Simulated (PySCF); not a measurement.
Gas-phase reaction: 3 Ga(CH₃)₂Cl + 3 GaCl → C₆H₆ + 6 GaH₂Cl

Computed with PySCF and rigid-rotor harmonic-oscillator thermochemistry at 1 bar. † marks an energy on the PBE0/def2-TZVP geometry and frequencies. MP2 freezes the core. All species are closed-shell singlets. Ga: all electrons, no relativistic terms. Ga(CH₃)₂Cl, GaH₂Cl: computed as isolated molecules; such fragments, hydroxides, amides, oligomers or adducts are transient or little studied in the gas. MP2 isn't extrapolated to the basis-set limit.

M06-2X/def2-TZVP† gives ΔH°(298 K) = 464 kJ.

Problem. What do r2SCAN/def2-TZVP†, MP2/def2-TZVPP†, BLYP/def2-TZVP† give?

Solution. r2SCAN/def2-TZVP†: 395 kJ; MP2/def2-TZVPP†: 398 kJ; BLYP/def2-TZVP†: 455 kJ. For scale, ΔH°(298 K) is 464 kJ at this level, 434 kJ at ωB97M-V/def2-TZVP†, and runs from 328 to 490 kJ over the 17 levels computed.
